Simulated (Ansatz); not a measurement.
CH5GeN, SMILES `C=[N][GeH3]`. Charge 0, multiplicity 1. All single points use the PBE0-D4/def2-TZVP geometry.

```xyz
8

C    -0.973   -0.910   -0.751
N    -0.422   -0.782    0.373
Ge    0.742    0.643    0.662
H    -0.827   -0.234   -1.609
H    -1.659   -1.747   -0.925
H     0.855    1.506   -0.617
H     2.106    0.054    1.042
H     0.178    1.469    1.825
```

**Question.** What is the dipole moment at ωB97M-V/def2-TZVPP? (Best estimate.)

**Answer.** Ansatz gave: 1.43 D, with components (-0.01, 0.69, -1.25) D in this frame, pointing from negative to positive charge.

**Question.** And with PBE, r2SCAN, B3LYP? (Estimate.)

**Answer.** Computed: PBE 1.27 D, r2SCAN 1.34 D, B3LYP 1.38 D.

**Question.** Give the Mulliken charges with ωB97M-V, PBE, B3LYP in def2-TZVPP. (Best estimate.)

**Answer.** Ansatz gave: 
```json
{"atom": "C1", "ωB97M-V": "-0.07", "PBE": "-0.08", "B3LYP": "-0.09"}
{"atom": "N2", "ωB97M-V": "-0.32", "PBE": "-0.23", "B3LYP": "-0.28"}
{"atom": "Ge3", "ωB97M-V": "0.20", "PBE": "0.22", "B3LYP": "0.26"}
{"atom": "H4", "ωB97M-V": "0.08", "PBE": "0.07", "B3LYP": "0.08"}
{"atom": "H5", "ωB97M-V": "0.10", "PBE": "0.09", "B3LYP": "0.10"}
{"atom": "H6", "ωB97M-V": "-0.01", "PBE": "-0.04", "B3LYP": "-0.04"}
{"atom": "H7", "ωB97M-V": "0.01", "PBE": "-0.01", "B3LYP": "-0.01"}
{"atom": "H8", "ωB97M-V": "0.01", "PBE": "-0.01", "B3LYP": "-0.01"}
```

B3LYP here is the variant with VWN-RPA as its local correlation; programs differ in this.
